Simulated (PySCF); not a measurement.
GeHMe2Br, C₂H₇BrGe.
Structure used (PBE0-D3(BJ)/def2-SVP), in Å, numbered top down from 1:
```
atom  x, y, z in Å
Ge1   -0.2451   -0.4498    0.4677
H2    -0.3395   -0.6252    1.9958
C3     1.5926   -0.5078   -0.1589
H4     2.0593   -1.4580    0.1360
H5     2.1738    0.3234    0.2682
H6     1.6118   -0.4324   -1.2555
C7    -1.2215    1.1141   -0.1456
H8    -2.2673    1.0631    0.1879
H9    -1.2024    1.1540   -1.2440
H10   -0.7628    2.0310    0.2547
Br11  -1.3009   -2.2980   -0.4754
```

Computed, not measured: TDDFT CAM-B3LYP/def2-SVPD, vertical, gas phase, core orbitals frozen in the response in PySCF 2.14.0, density-fitted response routines. Relativistic effects, spin–orbit coupling among them, are left out although an element past zinc is present.

Transition dipole moments from the ground state, in atomic units and in the frame of the coordinates above (overall signs are arbitrary), for the states with f of 0.002 or more among the lowest 7:

```
state  E (eV)      μx      μy      μz
   S1   6.480  -0.305   0.162   0.044
   S2   6.488   0.006   0.100  -0.354
   S3   7.552  -0.579   0.323   0.006
   S4   7.597  -0.158  -0.304   0.232
   S5   8.045  -0.133   0.079   0.003
   S6   8.107   0.225  -0.193  -0.071
   S7   8.108   0.173   0.146   0.240
```

Q: Work out the oscillator strengths.

A: f = (2/3) ΔE |μ|² with ΔE in hartree (27.2114 eV).

```csv
state,|μ|² (au),|μ| (D),f
S1,0.121,0.89,0.019
S2,0.135,0.93,0.021
S3,0.439,1.68,0.081
S4,0.171,1.05,0.032
S5,0.024,0.39,0.005
S6,0.093,0.77,0.018
S7,0.109,0.84,0.022
```

Q: What angle do the transition dipoles of S4 and S7 make?

A: |cos θ| = |μa·μb| / (|μa| |μb|) = 0.12, so θ ≈ 83° (taken between 0 and 90°, since the signs are arbitrary).

Q: How is the summed strength of these states shared among x, y and z?

A: (2/3) Σ ΔE μα² gives 0.101 for x, 0.055 for y and 0.043 for z, 0.199 in all.

The vertical ionisation energy (ΔSCF) is 10.17 eV, 2.07 eV above S7.

Without π bonds the low states may be Rydberg-like; a valence basis with one diffuse set may place them up to an eV too high.
